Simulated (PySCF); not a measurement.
How methods differ on the excitation energy of Pt

Pt [Xe] 4f14 5d9 6s1 (3D) → Pt [Xe] 4f14 5d9 6p1 (high-spin determinant), as a difference of total energies. Calculation: PySCF 2.14, in x2c-TZVPPall with one added diffuse shell each of s, p, d, f type (12s8p8d4f1g, 113 functions); the spin-free X2C one-electron Hamiltonian (Gaussian nucleus). Correlated levels: valence: [Xe] 4f14 frozen; valence and next inner shell: [Kr] 4d10 4f14 frozen. The calculations carry no spin-orbit coupling.

```csv
method,excitation energy (eV)
UHF,4.005
LDA,5.016
PBE,4.816
PBE0,4.679
r2SCAN,4.902
MP2 (valence),4.764
SCS-MP2 (valence),4.679
MP2 (valence and next inner shell),4.896
SCS-MP2 (valence and next inner shell),4.771
```

How much does correlation contribute at MP2 (valence and next inner shell)?

4.896 − (4.005) = 0.891 eV, measured against UHF.

A first-order spin-orbit estimate (lowest level to lowest level, LS coupling) adds 0.134 eV.

The determinant of the upper state mixes LS terms, which raises its energy above the lowest term, most at the Hartree-Fock and MP2 levels.
